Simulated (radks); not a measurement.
Q: Species: Ti IV. Configuration: [Ar] 3d1. All-electron calculation, scalar-relativistic Kohn-Sham, PBE, spin-unpolarised, spherical densities, finite nucleus; Fermi nuclear charge, rms radius 3.5921 fm. Program: a radial shooting solver on a logarithmic mesh with Libxc functionals. Some entries of the table are withheld. Estimate them.

orbital,occ.,eigenvalue (eV),<r> (bohr),r(max) (bohr)
1s,2,-4902.380,0.06959,(1)
2s,2,-570.9319,(2),0.2689
2p,6,-478.2156,(3),(4)
3s,2,-95.0434,0.9925,0.8650
3p,6,-70.9218,1.057,0.8936
3d,1,-34.6909,1.263,0.9251

A: 
(1) 1s r(max) (bohr): 0.04555
(2) 2s <r> (bohr): 0.3249
(3) 2p <r> (bohr): 0.2899
(4) 2p r(max) (bohr): 0.2196
